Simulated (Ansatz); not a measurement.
```yaml
crystal:
  periodic: [false, false, false]
  atoms:
    - {symbol: C, position_ang: [-1.824079, -0.581936, 0.717102]}
    - {symbol: O, position_ang: [-1.208121, 0.661971, 0.440624]}
    - {symbol: Si, position_ang: [0.387540, 0.941772, 0.437486]}
    - {symbol: F, position_ang: [0.992096, 0.567556, 1.865589]}
    - {symbol: Cl, position_ang: [0.609236, 2.948478, 0.176011]}
    - {symbol: Ge, position_ang: [1.584625, -0.268072, -1.217126]}
    - {symbol: H, position_ang: [-1.674052, -0.867836, 1.761455]}
    - {symbol: H, position_ang: [-1.433875, -1.375791, 0.071567]}
    - {symbol: H, position_ang: [-2.892090, -0.473316, 0.528883]}
    - {symbol: H, position_ang: [3.088237, 0.003094, -1.078682]}
    - {symbol: H, position_ang: [1.113064, 0.165964, -2.611715]}
    - {symbol: H, position_ang: [1.334521, -1.777085, -1.057194]}
basis:
  gaussian: {orbitals: STO-3G}
hamiltonian: {xc: {name: HF}}
correlation: {method: mp2, frozen_orbitals: {C: 9}}
output: {forces: true}
```

```sh
$ ansatz run in.yaml --threads 4 --pin off --events-out ev --progress --plain --max-ram 11315MiB
```

Q: How does Ansatz answer? (Best estimate.)

A: Ansatz gave: The input was rejected before any iteration.
```
Functional definition: HF
Error: "frozen_orbitals" has no count for O
```
